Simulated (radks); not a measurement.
Values are calculated unless marked as measured or tabulated.
Effect of the nuclear size on the gallium ion Ga2+, [Ar] 3d10 4s1. Level of theory: Dirac Kohn-Sham, relativistic LDA (MacDonald-Vosko exchange, VWN5 correlation), spin-unpolarised, spherical densities, finite nucleus; Fermi nuclear charge, rms radius 3.9973 fm (a radial shooting solver on a logarithmic mesh with Libxc functionals). The rms radius is varied about that value; shifts are against it.

| rms radius (fm) | total energy shift (eV) | density at nucleus (e/bohr^3) | 1s1/2 shift (meV) | 2s1/2 shift (meV) | 3s1/2 shift (meV) |
|---|---|---|---|---|---|
| 3.3617 | -0.0819 | 2.825e+04 | -34.7 | -3.35 | -0.502 |
| 3.6415 | -0.0475 | 2.812e+04 | -20.1 | -1.94 | -0.291 |
| 3.9973 | 0 | 2.796e+04 | 0.000 | 0.000 | 0.000 |
| 4.1572 | 0.0227 | 2.79e+04 | 9.61 | 0.929 | 0.139 |
| 4.6808 | 0.103 | 2.77e+04 | 43.6 | 4.21 | 0.630 |

Slopes of the eigenvalues against <r^2> in GHz/fm^2, as finite differences over the two radii next to the reference (eigenvalue slopes, not the field-shift constants of lines): 1s1/2 1790, 2s1/2 173, 3s1/2 25.8.
